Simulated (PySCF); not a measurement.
Relaxation of quintet PmH3

These are results of PySCF, UPBE0, basis Pm def2-SVP with ECP28, H def2-SVP (scalar-relativistic core potentials, no spin–orbit coupling, density fitting), not measurements. A (50,194) grid was used.

A start at or just off a symmetric point, pushed along the force that breaks its symmetry, of C3v symmetry, free to break it:

```xyz
4
charge 0 multiplicity 5, angstrom
Pm    0.0000    0.0005    0.0000
H     0.0019   -0.0228    2.0310
H     1.7579   -0.0240   -1.0172
H    -1.7599   -0.0240   -1.0138
```

Optimiser trace:
```csv
step,E − E(last) (kJ/mol),largest gradient (Eh/bohr)
0,9.94,0.00464
1,4.13,0.00398
2,3.30,0.00562
3,2.19,0.00496
4,0.05,0.00047
5,0.00,0.00028
6,0.00,0.00007
```

It ends at C3v with Pm–H 2.014 Å (×3); H–Pm–H 112.8° (×3) (after a last refinement on a finer grid). A frequency run shows a minimum.

Final geometry:
Z-matrix (Å, degrees; charge 0 multiplicity 5):
```
Pm
H  1 2.0143
H  1 2.0143 2 112.79
H  1 2.0143 2 112.79 3 129.20
```

Other spin states or occupations of the open shell can lie lower. The pruned grid is coarse for the open f shell: energies are uncertain by about 2 kJ/mol and soft modes are noisy. No spin–orbit coupling is included, which matters more the heavier the element.
